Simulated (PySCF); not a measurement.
Sb²⁺ (antimony, charge +2) across methods

[Kr] 4d10 5s2 5p1, 2P determinant. Calculation: PySCF 2.14, in x2c-TZVPPall with one added diffuse shell each of s, p, d, f type (9s7p5d3f, 76 functions); scalar relativity by spin-free X2C-1e.

```
   method  E (hartree)  mean ε 5s α (eV)  mean ε 5s β (eV)  mean ε 5p α (eV)  Σ⟨r²⟩ (bohr²)   ⟨S²⟩
      UHF  -6477.04963           -34.081           -31.725           -24.402          38.44  0.758
     PBE0     -6479.43           -31.037           -29.901           -21.634          37.96  0.752
     TPSS     -6479.49           -29.715           -28.763           -20.555          37.94  0.752
      PBE     -6479.34           -29.712           -28.930           -20.477          37.95  0.751
   r2SCAN     -6479.78           -30.028           -29.046           -20.830          37.95  0.754
CAM-B3LYP     -6480.12           -32.627           -31.525           -22.945          38.03  0.752
      LDA     -6473.59           -30.079           -29.402           -20.574          37.86  0.751
  wB97X-V     -6479.48           -33.513           -32.353           -23.829          37.99  0.752
    wB97X     -6480.00           -33.541           -32.574           -23.759          37.92  0.751
```
